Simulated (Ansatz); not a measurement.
Species: SbF2, charge 0, multiplicity 2. It need not be the lowest isomer of its formula. 
Geometry from a B3LYP-D3(BJ)/def2-TZVP (Ansatz, a first-principles code) optimisation:
```
Sb
F 1 1.9207
F 1 1.9207 2 95.32
```
Charge 0, spin multiplicity 2.

Q: Give the harmonic wavenumbers at B3LYP-D3(BJ)/def2-TZVP (Ansatz, finite differences of forces, unscaled).

A: 199, 602, 621 cm⁻¹. Zero-point energy 2.0 kcal/mol.

Q: From these and the geometry, give the ideal-gas thermochemistry at 298.15 K and 1 atm (rigid rotor, harmonic oscillator).

A: Point group C2v, rotational symmetry number 2. Rotational constants 10.43, 6.599, 4.041 GHz. S(trans) 41.11, S(rot) 23.18, S(vib) 3.00, S(elec, spin only) 1.38, S 68.7 cal/(mol K). H(298) - H(0) 2.92 kcal/mol; G - E(el) -15.5 kcal/mol.
